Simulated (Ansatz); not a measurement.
Molecule: InF, net charge 0, singlet state. 
Geometry from a B3LYP-D3(BJ)/def2-TZVP (Ansatz, an electronic-structure program) optimisation:
SMILES: [F][In]
```xyz
2

In     0.0000     0.0000    -0.3120
F      0.0000     0.0000     1.6989
```

Basis-set convergence of Hartree-Fock and CCSD(T) correlation energies (hartree) with Ansatz. Valence correlation only, unless marked. Spin-orbit coupling is left out. The frozen core is the preceding noble-gas configuration, with the filled d and f shells of earlier blocks. In def2 rows, elements after Kr have scalar-relativistic effective core potentials.

| basis | functions | E(HF) | E(corr, CCSD(T)) |
|---|---|---|---|
| def2-SVPD | 55 | -288.63419 | -0.26071 |
| def2-TZVPPD | 96 | -288.75692 | -0.32423 |
| def2-QZVPPD | 154 | -288.76206 | -0.34914 |

Extrapolating the two largest sets (X = 3 and 4) as X^-3: E(corr) = (64·(-0.34914) - 27·(-0.32423))/37 = -0.3673 Eh, an estimate of the basis-set limit. The largest set recovers 95.1 % of it, the smallest 71.0 %.
